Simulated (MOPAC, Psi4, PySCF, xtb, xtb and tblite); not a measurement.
Torsional profile of SMILES Fc1s[c]([GeH3])cc1 (C4H5FGeS), singlet. Scanned: dihedral S7–C5–Ge6–H10; all other coordinates were relaxed at GFN2-xTB.

Atom numbering (GFN2-xTB optimised geometry, Å):
```
12

F      3.1784    -1.4513     0.0511
C      2.0236    -0.7860     0.0046
C      1.8628     0.5360    -0.2494
C      0.4977     0.8939    -0.2174
C     -0.3428    -0.1430     0.0555
Ge    -2.2696    -0.1395     0.2001
S      0.5383    -1.6183     0.2853
H      2.6745     1.2111    -0.4470
H      0.1429     1.8953    -0.3918
H     -2.7437     1.2583    -0.0046
H     -2.8717    -1.0319    -0.8322
H     -2.6903    -0.6246     1.5460
```

Levels of theory: RKS-M06-2X/6-31G* = restricted M06-2X/6-31G*, spherical d, density fitting // GFN2-xTB (PySCF); PM3, restricted, heats of formation // GFN2-xTB (MOPAC); PBE/def2-SVP // GFN2-xTB (Psi4); GFN2-xTB (xtb and tblite); GFN1-xTB // GFN2-xTB (xtb); MP2/cc-pVTZ = DF-MP2 (frozen core)/cc-pVTZ // GFN2-xTB run with Psi4.

Energies in kJ/mol, each method relative to its own lowest point.

| φ / ° | RKS-M06-2X/6-31G* | PM3 | PBE/def2-SVP | GFN2-xTB | GFN1-xTB | MP2/cc-pVTZ |
|---|---|---|---|---|---|---|
| 0 | 1.89 | 0.00 | 1.28 | 1.83 | 2.18 | 1.27 |
| 10 | 1.75 | 0.02 | 1.20 | 1.71 | 2.03 | 1.19 |
| 20 | 1.42 | 0.07 | 0.99 | 1.37 | 1.64 | 0.97 |
| 30 | 0.95 | 0.14 | 0.68 | 0.92 | 1.08 | 0.65 |
| 40 | 0.48 | 0.18 | 0.34 | 0.46 | 0.53 | 0.34 |
| 50 | 0.13 | 0.20 | 0.10 | 0.12 | 0.14 | 0.10 |
| 60 | 0.00 | 0.19 | 0.00 | 0.00 | 0.00 | 0.00 |
| 70 | 0.11 | 0.19 | 0.05 | 0.12 | 0.15 | 0.06 |
| 80 | 0.45 | 0.17 | 0.31 | 0.46 | 0.56 | 0.31 |
| 90 | 0.92 | 0.12 | 0.64 | 0.92 | 1.10 | 0.64 |
| 100 | 1.43 | 0.08 | 0.98 | 1.37 | 1.65 | 0.97 |
| 110 | 1.75 | 0.02 | 1.20 | 1.70 | 2.04 | 1.19 |

Root-mean-square difference from the MP2/cc-pVTZ profile, itself a level with limits, after the best constant shift (kJ/mol): RKS-M06-2X/6-31G* 0.22, PM3 0.52, PBE/def2-SVP 0.01, GFN2-xTB 0.19, GFN1-xTB 0.32.
